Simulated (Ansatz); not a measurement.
Program: Ansatz. Geometries: PBE0-D4/def2-TZVP. ΔE: electronic, gas phase. CBS: MP2 limit from def2 TZ/QZ plus the TZ coupled-cluster correction, frozen cores. Functionals use def2-TZVPP. B3LYP here is the variant with VWN-RPA as its local correlation; programs differ in this. def2 core potentials past Kr. For Cd, Sn outer-core shells are correlated without core-valence functions, which leaves a few kJ/mol of doubt a bond. Each species was taken in one conformer, which may not be the lowest.

Reaction (substitution at a C–O bond): `CC(C)[O][Cd][O]C(C)C` + `[OH][Sn][Cl]` → `CC(C)[O][Sn][Cl]` + `CC(C)[O][Cd][OH]`

```csv
level,ΔE (kcal/mol),difference from CCSD(T)/CBS
PBE-D4,-0.3,1.1
r2SCAN-D4,0.7,2.1
PBE0-D4,-0.4,1.0
B3LYP-D4,-1.4,0.0
ωB97X-V,-0.6,0.8
ωB97M-V,-0.4,1.0
B2PLYP,-1.0,0.4
PBE,0.1,1.5
r2SCAN,0.8,2.2
PBE0,-0.1,1.3
B3LYP,-0.9,0.5
HF/def2-TZVPP,-1.1,0.3
MP2/def2-TZVPP,-1.0,0.4
SCS-MP2/def2-TZVPP,-1.1,0.3
CCSD/def2-TZVPP,-0.6,0.8
CCSD(T)/def2-TZVPP,-0.3,1.1
HF/def2-QZVPP,-1.2,0.2
MP2/def2-QZVPP,-1.8,-0.4
SCS-MP2/def2-QZVPP,-1.8,-0.4
HF/CBS(def2),-1.3,0.1
MP2/CBS(def2),-2.2,-0.8
CCSD/CBS(def2),-1.7,-0.3
CCSD(T)/CBS,-1.4,0
```

Largest T1 diagnostic among the species: 0.017.
